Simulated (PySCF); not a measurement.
Several structures and their simulated spectra, in scrambled order.

A. `FC(F)(F)[C@@H]1CC[C@H]2O[C@@H]12`
B. `CCC/C(C)=N\C`
C. `C=C[C@@H]1C=CC=C1OC(C)=O`

Spectrum 1. ¹H NMR (400 MHz, computed): δ 3.42 (s, 3H), 2.01 (s, 3H), 1.98 (t, 2H), 1.37 (m, 2H), 1.07 (t, 3H). ¹³C{¹H} NMR (computed): δ 175.9 (C), 37.9 (CH3), 36.8 (CH2), 31.2 (CH3), 23.3 (CH2), 17.6 (CH3).

Spectrum 2. ¹H NMR (400 MHz, computed): δ 3.32 (m, 1H), 3.21 (m, 1H), 2.71 (m, 1H), 1.99 (m, 1H), 1.79 (m, 1H), 1.76 (m, 1H), 1.73 (m, 1H). ¹³C{¹H} NMR (computed): δ 136.7 (C), 54.6 (CH), 53.9 (CH), 48.1 (CH), 29.6 (CH2), 23.4 (CH2).

Spectrum 3. ¹H NMR (400 MHz, computed): δ 6.64 (m, 1H), 6.20 (m, 1H), 5.99 (d, 1H), 5.80 (m, 1H), 5.72 (m, 1H), 5.34 (m, 1H), 5.17 (m, 1H), 2.16 (s, 3H). ¹³C{¹H} NMR (computed): δ 173.4 (C), 170.2 (C), 141.4 (CH), 139.5 (CH), 137.5 (CH), 130.0 (CH2), 119.8 (CH), 61.0 (CH), 24.1 (CH3).

[PySCF 2.14.0 with density-fitted response routines: NMR shieldings at PBE0/pcSseg-1/GIAO; GFN2-xTB geometry; single conformer; fast rotation and ring inversion assumed for equivalent nuclei; non-relativistic; no solvent model]

Referencing at the same level of theory: ¹H (31.72 ppm), ¹³C (186.93 ppm) against TMS. Splittings of carbon signals by F and P are missing where no couplings were computed. Where no couplings were computed, multiplicities follow the n + 1 count of equivalent neighbours, and m marks all less simple cases (inequivalent or close neighbours, rings, F or P nearby). Shifts are as computed. Against solution values, carbons near 30 ppm lie about +3 ppm off and those near 130 ppm about +5 ppm. Of 1211 compounds with measured shifts, 218 miss one by over three times the rms of a fit or turn the order of signals round; such compounds aren't used in these exercises.

Q: Which spectrum belongs to which compound?

A: 1–B, 2–A, 3–C.

- Spectrum 1 (B): 6 ¹³C signals; δC 37.9 is a methyl carbon bonded to N; δC 36.8 is an sp3 CH2.
- Spectrum 2 (A): 6 ¹³C signals; δC 136.7 is a CF3 carbon; δC 54.6 is an epoxide ring carbon.
- Spectrum 3 (C): 9 ¹³C signals; δC 173.4 is an ester carbonyl carbon; δC 170.2 is an alkene carbon bearing oxygen.
